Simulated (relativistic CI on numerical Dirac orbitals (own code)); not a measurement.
Slater and spin-orbit integrals, As XX

Computed by Dirac-Coulomb-Breit CI, KLI orbitals optimised for each configuration, model QED (radiative potential, 1s self-energy scaled to tabulated hydrogen-like ionisation energies), unscaled Slater integrals (own radial code, finite nucleus).

Slater integrals F^k, G^k are unscaled and averaged over j, outside the closed core [Ne]; ζ comes from projecting the Hamiltonian with its Breit term on Σ l·s of the shell.

- 3s2.3p2: F^2(3p,3p) = 199950, ζ(3p) = 41616 cm⁻¹; <r>(3p) = 0.4989, <r^2>(3p) = 0.2866 (bohr units).
- 3s.3p3: F^2(3p,3p) = 199800, G^1(3s,3p) = 255150, ζ(3p) = 41575 cm⁻¹; <r>(3s) = 0.5094, <r^2>(3s) = 0.2949, <r>(3p) = 0.4993, <r^2>(3p) = 0.2871 (bohr units).
- 3s2.3p.3d: ζ(3p) = 41542, F^2(3p,3d) = 199820, G^1(3p,3d) = 218460, G^3(3p,3d) = 144790, ζ(3d) = 4279.2 cm⁻¹; <r>(3p) = 0.4998, <r^2>(3p) = 0.2876, <r>(3d) = 0.4524, <r^2>(3d) = 0.2372 (bohr units).

Averages of the first 10 configurations, taken without configuration mixing, which lowers the lowest level and can move excited configurations by several eV; other configurations of the list can lie among them:

```
Configuration  Parity  States  Average energy above the lowest level (eV)
      3s2.3p2    even      15                                        14.9
       3s.3p3     odd      40                                        73.3
    3s2.3p.3d     odd      60                                        97.5
          3p4    even      15                                       140.4
    3s.3p2.3d    even     300                                       152.2
       3p3.3d     odd     200                                       215.5
    3s.3p.3d2     odd     540                                       234.1
    3s2.3d.4p     odd      60                                       466.2
       3p3.4s     odd      40                                       479.7
    3s2.3p.4s     odd      12                                       360.2
```
